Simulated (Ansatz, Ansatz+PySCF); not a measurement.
```csv
atom,x (Å),y (Å),z (Å)
O,0.1813,0.3393,1.0137
H,0.8568,-0.2436,1.3355
Cl,-0.1249,-0.1617,-0.5484
```

Basis set: def2-SVP (spherical functions). Left uncorrelated: 6 orbitals. Charge 0, multiplicity 3.

Computed with Ansatz (development build ahead of 0.2.0); each method stands on the lowest determinant of its kind that the runs found.

**Question.** Give the atomization energy at this shape (free ground-state atoms in the same class of orbitals less the molecule, no zero-point energy) of triplet HClO by UHF-MP2, UHF.

**Answer.**

```tsv
method	atomization energy
UHF-MP2	2.27 eV
UHF	-0.36 eV
```

Caution: another spin multiplicity may lie lower. Caution for UHF-MP2: MP2 forces lie far from those of the mean fields.
